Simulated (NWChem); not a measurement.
System: C₄H₄ClF; SMILES FC=C=CCCl

Here is an NWChem input.

```
start job
memory heap 200 mb stack 900 mb global 1100 mb
geometry units angstroms
  F      3.297769    -0.291243    -0.420180
  C      2.200123     0.487346    -0.520783
  C      0.998863     0.003083    -0.572533
  C     -0.202319    -0.489899    -0.604355
  C     -1.037832    -0.707859     0.612060
  Cl    -2.426003     0.435929     0.591993
  H      2.450220     1.538385    -0.564865
  H     -0.672601    -0.724576    -1.550775
  H     -1.466408    -1.709896     0.621329
  H     -0.480114    -0.519009     1.527808
end
basis spherical
  * library def2-svp
end
dft
  xc pbe0
  iterations 150
end
driver
  maxiter 120
end
task dft optimize
task dft freq
```

The level has its own optimisation; frequencies are unscaled. Brackets give each atom's bonded neighbours.

### Question
Give the results of this calculation. (PBE0/def2-SVP.) Quantities: r C–F (Å); r C–C [C(CC)–C(CFH)] (Å); r C–H [C(CFH)–H(C)] (Å); r C–C [C(CC)–C(CCH)] (Å); highest harmonic frequency (cm⁻¹); lowest (cm⁻¹); zero-point energy (kcal/mol); dipole (D).

### Answer
```json
{
 "r C–F (Å)": "1.334",
 "r C–C [C(CC)–C(CFH)] (Å)": "1.309",
 "r C–H [C(CFH)–H(C)] (Å)": "1.095",
 "r C–C [C(CC)–C(CCH)] (Å)": "1.311",
 "highest harmonic frequency (cm⁻¹)": "3210",
 "lowest (cm⁻¹)": "56",
 "zero-point energy (kcal/mol)": "43.3",
 "dipole (D)": "0.24"
}
```
